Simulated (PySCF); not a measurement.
The complex [Rh(H2O)6]3+ (charge +3) contains Rh(III), shell d6. The structure is a PBE0-D3(BJ)/def2-SVP, IEF-PCM water geometry optimised for multiplicity 1; coordination octahedral, point group C1, metal–donor distances 2.02 Å.

The d shell alone is too small an active space for [Rh(H2O)6]3+ (an active orbital has only 0.68 squared overlap with the free ion's shell): its levels, fitted parameters, g values and moments show what this model gives and aren't sound predictions.

```
19

Rh    0.0000    0.0000    0.0000
O     2.0156    0.0631   -0.0637
H     2.4039    0.8713    0.3197
H     2.4942   -0.6919    0.3245
O    -2.0167   -0.0657    0.0665
H    -2.4856    0.7228   -0.2620
H    -2.4120   -0.8346   -0.3843
O     0.0634    2.0162    0.0635
H    -0.3099    2.4036    0.8769
H    -0.3379    2.4928   -0.6860
O    -0.0654   -2.0162   -0.0654
H     0.3537   -2.4909    0.6757
H     0.3000   -2.3977   -0.8852
O    -0.0654    0.0628    2.0163
H     0.6907   -0.3287    2.4911
H    -0.8701   -0.3346    2.3981
O     0.0649   -0.0661   -2.0167
H     0.8478    0.3640   -2.4079
H    -0.7117    0.2815   -2.4922
```

Method (PySCF 2.14, density fitting): CASSCF(6,5) with orbitals averaged over all microstates of the shell, strongly contracted NEVPT2 on the averaged canonical orbitals; basis x2c-TZVPall on the metal, x2c-SVPall elsewhere; spin-free X2C; IEF-PCM water; spin-orbit coupling by state interaction with the mean-field operator over all roots.

**Question.** What is the ground state?

**Answer.** 1A1g-like (S = 0, orbital degeneracy 1), with 6.0 electrons in the lower (t2g-type) set and 0.0 in the upper (eg-type) set, by NEVPT2.

**Question.** Where do the spin-allowed transitions within the shell lie?

**Answer.** By NEVPT2, the lowest six: 1T1g-like at 27925 cm⁻¹ (358 nm); 1T1g-like at 27943 cm⁻¹ (358 nm); 1T1g-like at 28087 cm⁻¹ (356 nm); 1T2g-like at 36444 cm⁻¹ (274 nm); 1T2g-like at 36580 cm⁻¹ (273 nm); 1T2g-like at 36797 cm⁻¹ (272 nm). The strongest, at 36797 cm⁻¹, has f = 5.5e-07.

**Question.** Which is the lowest state of another spin?

**Answer.** 3T1g-like at 21812 cm⁻¹ by NEVPT2; CASSCF alone puts it at 16659 cm⁻¹ above the same ground state.

**Question.** Give the fitted ligand-field and repulsion parameters.

**Answer.** At CASSCF level (the NEVPT2 levels don't fit a ligand-field model well): orbital energies 0, 261, 427, 26939, 26964 cm⁻¹; 10Dq = 26722 cm⁻¹ (difference of the means of the two sets); B = 795 cm⁻¹; C = 3248 cm⁻¹; B over its free-ion value at the same level 0.831; rms of the fit 414 cm⁻¹; ζ = 1261 cm⁻¹ (free ion 1386).

**Question.** What magnetic behaviour follows?

**Answer.** The lowest spin-orbit level is 1-fold; the next lies at 21333.8 cm⁻¹. μeff is 0.46 μB at 300 K and 0.08 μB at 10 K; the ground state is a spin singlet, and the moment comes from mixing with excited states or their population.

NEVPT2 lifts 1T1g-like from 23254 to 27925 cm⁻¹; on the d shell alone it tends to overshoot states that fill the eg-type orbitals. NEVPT2 on the d shell alone tends to put d–d bands too high for such charged or covalently bound ions. Gaps between spin states lean to high spin in this active space.

The job took 41 s on one thread of Arm Neoverse V2 (shared host), with 207 basis functions and a peak of 1.1 GiB, launched as `OMP_NUM_THREADS=1 python lf_run.py task.json out`.
